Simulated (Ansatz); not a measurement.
Cost and result for the atomization energy of `NC1([SiH3])CO1` (12 atoms, 12 bonds).

```csv
atom,x (Å),y (Å),z (Å)
N1,0.7833,0.4124,-1.3321
C2,-0.0514,0.1825,-0.2199
Si3,0.2326,-1.4514,0.6748
C4,-0.5897,1.3213,0.5198
O5,-1.4526,0.5668,-0.3100
H6,0.6682,-0.2950,-2.0460
H7,0.6372,1.3243,-1.7473
H8,-0.7694,-1.5730,1.7621
H9,1.6049,-1.4989,1.2408
H10,0.0715,-2.5697,-0.2933
H11,-0.3556,2.3233,0.1610
H12,-0.7790,1.2574,1.5900
```

Total charge 0; spin multiplicity 1. The structure was optimised at the PBE0-D4/def2-TZVP level. It is one conformer, not always the lowest. Program: Ansatz. All runs use 4 threads of an Intel Xeon 6975P-C on a shared host. Times are those of one run each, without the atoms' runs, and a repeat can differ threefold. Electronic energies, without spin–orbit coupling; frozen cores. CCSD(T)/CBS adds CCSD(T) − MP2 in def2-TZVPP to the MP2 limit, and its time is that of the two runs behind it. T1 = 0.012. B3LYP takes the VWN-RPA correlation (the form of Gaussian; ORCA's B3LYP/G). HSE06 is the plane-wave form, built on full-range PBE exchange.

CCSD(T)/CBS is a level of theory with its own doubt, some kJ/mol a heavy atom from the limit and from the frozen cores, so smaller differences don't rank the functionals.

| level | functions | wall time | atomization (kJ/mol) | difference from CCSD(T)/CBS | per bond |
| --- | --- | --- | --- | --- | --- |
| revPBE-D4/def2-TZVPP | 264 | 1.1 s | 4322.3 | 0.5 | 0.0 |
| PBE-D4/def2-TZVPP (with forces) | 264 | 1.4 s | 4432.6 | 110.8 | 9.2 |
| PBE0-D4/def2-TZVPP | 264 | 1.6 s | 4334.3 | 12.5 | 1.0 |
| HSE06-D4/def2-TZVPP | 264 | 1.8 s | 4337.8 | 16.0 | 1.3 |
| B3LYP-D4/def2-TZVPP (with forces) | 264 | 2.5 s | 4326.9 | 5.1 | 0.4 |
| CCSD(T)/def2-SVP | 109 | 2.5 s | 4061.1 | -260.7 | -21.7 |
| B2PLYP/def2-TZVPP | 264 | 3 s | 4273.2 | -48.6 | -4.1 |
| PBE-QIDH/def2-TZVPP | 264 | 3 s | 4284.8 | -37.0 | -3.1 |
| ωB97X-V/def2-TZVPP | 264 | 3.5 s | 4353.1 | 31.3 | 2.6 |
| B97M-V/def2-TZVPP | 264 | 3.9 s | 4328.9 | 7.1 | 0.6 |
| MP2/def2-QZVPP | 508 | 13 s | 4338.8 | 17.0 | 1.4 |
| CCSD(T)/def2-TZVPP | 264 | 46 s | 4196.3 | -125.5 | -10.5 |
| CCSD(T)/CBS(def2) | – | 59 s | 4321.8 | 0.0 | 0.0 |

At CCSD(T), def2-SVP lies −260.7 kJ/mol from the extrapolated value and def2-TZVPP −125.5 kJ/mol: correlation converges slowly with the basis, and small sets miss more of it in the bonded molecule than in its fragments. From BLYP to BHLYP (50 % exact exchange), in def2-TZVPP and without D4, the atomization energy moves by −132.2 kJ/mol: exact exchange takes away binding that semilocal exchange gives to molecules. Leaving LDA and LC-ωPBE aside and taking each functional with its dispersion term where it has one, the values, not all of them listed here, spread over 256.9 kJ/mol, from BHLYP-D4 to PBE-D4. LDA lies +601.8 kJ/mol from PBE without D4, its usual overbinding.
